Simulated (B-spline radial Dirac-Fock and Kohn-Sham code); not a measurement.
Binding energies of Gd²⁶⁺ at several levels of theory

System: the Gd²⁶⁺ ion in the configuration [Kr] 4d2.

The density-functional columns are spherical, spin-unpolarised Dirac-Kohn-Sham results without Breit or QED terms: −ε is minus the orbital energy of the initial state and ΔSCF the difference of two total energies. The reference in the last column comes from Dirac-Fock energy differences between relaxed states, corrected for Breit and QED terms. All numbers are from a radial B-spline solver, in eV; a selection of levels is shown. The Kohn-Sham columns are given as differences from the reference. For the 1s level of heavy atoms much of the gap between ΔSCF and the reference is the Breit and QED part, -216.4 eV here; for other levels the error of the functional can be larger.

```
     level  LDA −ε − DF  LDA ΔSCF − DF  Dirac-Fock
    K (1s)       -275.0         +203.1     51124.6
   L1 (2s)       -161.4          -58.4      9268.7
L2 (2p1/2)       -123.2           +2.3      8819.0
L3 (2p3/2)       -130.4          -15.7      8130.8
   M1 (3s)        -88.1          -45.3      2744.0
M2 (3p1/2)        -72.9          -28.2      2551.5
M3 (3p3/2)        -71.7          -29.1      2405.0
M4 (3d3/2)        -49.2           -1.4      2077.9
M5 (3d5/2)        -49.9           -2.8      2046.7
   N1 (4s)        -33.8          -11.6      1141.8
N2 (4p1/2)        -21.5           +0.7      1057.2
N3 (4p3/2)        -21.9           -0.5      1016.6
 N4,5 (4d)        -18.9           +2.4       888.6
```

Values without a named source are computed, but for edge energies of neutral atoms, which are taken from tables.
